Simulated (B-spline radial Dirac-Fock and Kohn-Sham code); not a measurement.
# Auger parameter of cadmium: the M5 level and its strongest M5-NN line

The computed values come from a radial atomic solver: Dirac-Fock energy differences between relaxed states, corrected for Breit and QED terms. The modified Auger parameter α′ is the binding energy plus the kinetic energy of the Auger electron; it does not depend on the energy zero. For free ions it tends to fall with charge, since less charge screens the final holes.

```tsv
species	configuration	binding 3d5/2 (eV)	Auger line	kinetic (eV)	α′ (eV)
Cd	[Kr] 4d10 5s2	411.4	N4N5 J=4	363.1	774.5
Cd⁺	[Kr] 4d10 5s1	420.8	N4N5 J=4	352.7	773.5
Cd⁺ (Watson 2.7 Å)	[Kr] 4d10 5s1	415.5	N4N5 J=4	358.1	773.5
Cd²⁺	[Kr] 4d10	431.5	N4N5 J=4	341.5	773.0
Cd²⁺ (Watson 2.4 Å)	[Kr] 4d10	419.5	N4N5 J=4	353.5	773.0
Cd²⁺ (Watson 2.7 Å)	[Kr] 4d10	420.8	N4N5 J=4	352.2	773.0
```
